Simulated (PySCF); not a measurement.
Work out the structure from these simulated measurements.

Elements present: C, H, N and S. Monoisotopic mass: 126.0252 u.

- 13C NMR: chemical shifts (computed TMS as zero) by class: 172.4 (1 C), 168.4 (1 C), 131.9 (1 C), 129.3 (1 C), 18.8 (1 C) ppm [GIAO PBE0/pcSseg-1]
- Triplet: lowest triplet excitation (Tamm–Dancoff): 3.08 eV [TDA CAM-B3LYP/def2-SVPD]
- Rotational structure: rotational constants A, B, C: 4.926, 1.201, 0.972 GHz [GFN2-xTB]
- UV, first state: lowest singlet excitation: 4.36 eV (284 nm, f = 0.000) [TDDFT CAM-B3LYP/def2-SVPD]
- Polarisability: 94.1 au [CAM-B3LYP/def2-SVPD]
- UV, strongest line: among the 8 lowest singlet transitions: S2 at 4.96 eV (250 nm, f = 0.420) [TDDFT CAM-B3LYP/def2-SVPD]

Electronic properties: PySCF, gas phase, density fitting. Levels stand in brackets. One conformer (not necessarily the lowest) at the GFN2-xTB geometry, without solvent, vibrations or thermal averaging. NMR classes are plain means over equivalent atoms (diastereotopic ones count apart unless rotation or inversion swaps them), as if these changed places fast.

Problem. Which formula fits the mass and the elements?

Solution. C5H6N2S (calculated 126.0252). No other formula that holds each of these elements comes within 0.0003 u with a fitting electron parity and a possible valence count.

Problem. What is the compound? Reason from the data.

Solution. Numbering: `[CH2:1]=[CH:2][c:3]1[n:4][n:5][c:6]([CH3:7])[s:8]1`. Its formula, C5H6N2S, gives 4 degrees of unsaturation: 1 ring and 3 π bonds in the structure found (Kekulé form). 5 carbons fall into 5 classes; from least to most shielded: substituted aromatic carbon [C3] (172.4 ppm), substituted aromatic carbon [C6] (168.4 ppm), alkene CH carbon [C2] (131.9 ppm), terminal =CH2 carbon [C1] (129.3 ppm), benzylic-type carbon [C7] (18.8 ppm). S1 is mainly HOMO−1→LUMO (weight 0.95); the largest Löwdin shares of the orbital it empties are 0.38 on a pyridine-type nitrogen, 0.36 on a pyridine-type nitrogen and 0.08 on each of 2 atoms of one kind (substituted aromatic carbon), of the orbital it fills 0.19 on the terminal =CH2 carbon, 0.16 on a substituted aromatic carbon, 0.15 on the thiophene-type sulfur and 0.13 on a pyridine-type nitrogen. The optimised geometry has point group Cs and is an asymmetric top. Structure: `C=Cc1nnc(C)s1`. Computed isomers that give other values at the same levels: `c1snnc1C1CC1` (13C chemical shifts (computed TMS as zero) by class: 166.5 (1 C), 139.7 (1 C), 13.6 (1 C), 13.4 (2 C) ppm); `c1nnc(C2CC2)s1` (13C chemical shifts (computed TMS as zero) by class: 181.2 (1 C), 150.2 (1 C), 18.9 (2 C), 16.5 (1 C) ppm); `[H]/N=C\c1ccc(N)s1` (13C chemical shifts (computed TMS as zero) by class: 164.6 (1 C), 163.0 (1 C), 137.3 (1 C), 135.6 (1 C), 107.3 (1 C) ppm). The assignments are read from this structure; whether some other isomer fits the data as well wasn't checked.

Shape of the structure used: `[CH2:1]=[CH:2][c:3]1[n:4][n:5][c:6]([CH3:7])[s:8]1`: C1–C2–C3–N4 0°.
